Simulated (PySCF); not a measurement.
## Correlation energy of Os²⁺ (osmium, charge +2)

[Xe] 4f14 5d5 6s1, high-spin 7S determinant (an excited configuration). All numbers are calculated (PySCF 2.14, scalar relativity through the core potential, in aug-cc-pwCVDZ-PP with ECP60MDF (6s6p5d3f, 70 functions)). Frozen: 5s2 5p6; 6 electrons correlated.

```csv
level,correlation energy (mhartree)
CCSD,-78.69
(T),-0.59
CCSD(T),-79.28
```

Diagnostics: T1 = 0.0027, D1 = 0.0088, largest double amplitude 0.019.

Cost of the coupled-cluster step: of the order of 5 core-seconds, for 6 correlated electrons.

Iterations:

```
CC2 = 0
CCSD nocc = (np.int64(6), np.int64(0)), nmo = (66, 66)
frozen orbitals [[0, 1, 2, 3], [0, 1, 2, 3]]
max_cycle = 100
direct = 0
conv_tol = 1e-08
conv_tol_normt = 1e-06
diis_space = 8
diis_start_cycle = 0
Init t2, MP2 energy = -0.0717163871771639
Init E_corr(UCCSD) = -0.0717163871832107
cycle = 1  E_corr(UCCSD) = -0.0778799416197208  dE = -0.00616355444  norm(t1,t2) = 0.017081
cycle = 2  E_corr(UCCSD) = -0.0785362762817801  dE = -0.000656334662  norm(t1,t2) = 0.00405897
cycle = 3  E_corr(UCCSD) = -0.0786966302952517  dE = -0.000160354013  norm(t1,t2) = 0.00136893
cycle = 4  E_corr(UCCSD) = -0.0786857632062815  dE = 1.0867089e-05  norm(t1,t2) = 0.000105073
cycle = 5  E_corr(UCCSD) = -0.0786862794306207  dE = -5.16224339e-07  norm(t1,t2) = 1.42805e-05
cycle = 6  E_corr(UCCSD) = -0.0786862895875785  dE = -1.01569578e-08  norm(t1,t2) = 1.3861e-06
cycle = 7  E_corr(UCCSD) = -0.0786862923361435  dE = -2.74856495e-09  norm(t1,t2) = 9.73724e-08
UCCSD converged
E(UCCSD) = -89.34247994222724  E_corr = -0.07868629233614347
UCCSD(T) correction = -0.000590395324584101
```
